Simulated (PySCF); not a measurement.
Compound: FH₄PSiTe.
Numbering: `[F:1][Si@H:2]([PH2:3])[TeH:4]` (hydrogens: H5 on Si2; H6, H7 on P3; H8 on Te4)

Method: PBE0-D3(BJ)/def2-SVP geometry optimisation, gas phase, def2 core potentials past Kr in PySCF 2.14.0; density fitting, grid level 1; the optimiser is geomeTRIC in internal coordinates, started from a GFN2-xTB structure with every atom displaced at random (about 0.01 Å).

Geometry at step 1:
```
atom  x, y, z in Å
F1      0.9842   -2.0270   -0.7582
Si2     0.4455   -0.8278    0.1989
P3     -1.6792   -0.3375   -0.3690
Te4     2.0710    1.0464   -0.1609
H5      0.4466   -1.3198    1.6068
H6     -1.3200    0.6020   -1.3913
H7     -1.7803    0.6736    0.6485
H8      0.8876    2.1708    0.1729
```

Question: What forces act on the atoms?

Answer: 
```tsv
atom	Fx (eV/Å)	Fy (eV/Å)	Fz (eV/Å)
F1	0.018	-0.081	0.048
Si2	-0.067	0.212	-0.002
P3	-0.046	0.211	-0.008
Te4	0.019	0.005	0.017
H5	0.034	-0.052	-0.054
H6	-0.014	-0.121	0.080
H7	0.048	-0.139	-0.082
H8	0.008	-0.036	0.000
```

The largest, 0.22 eV/Å, acts on Si2 (P3 within 3 % of it); the rms over all components is 0.083 eV/Å. The forces sum to zero within rounding, as they must for an isolated molecule in no field.

Question: Give the force on Si2 in Eh/bohr and in nN.

Answer: 0.223 eV/Å ÷ 51.422 = 0.00433 Eh/bohr, and 0.223 eV/Å × 1.602 = 0.36 nN.

Question: How far is this geometry from the end of the optimisation?

Answer: 0.005 eV above it, and 0.014 Å rms away after alignment. The bonds farthest from their final lengths, with half the difference of the two atoms' forces along the bond (positive lengthens):

```
   bond  now (Å)  final (Å)  force along bond (eV/Å)
  P3–H7    1.438      1.430                    -0.15
  P3–H6    1.434      1.427                    -0.14
Si2–Te4    2.507      2.505                    -0.05
 F1–Si2    1.626      1.628                    +0.11
```

The angle farthest from its final value is F1–Si2–H5, 108.2° against 106.6°.

What follows is the cost of the whole optimisation. The run took 18 s wall on one thread of an Arm Neoverse V1, no GPU, on a shared host, and the process peaked at 0.41 GiB of memory.
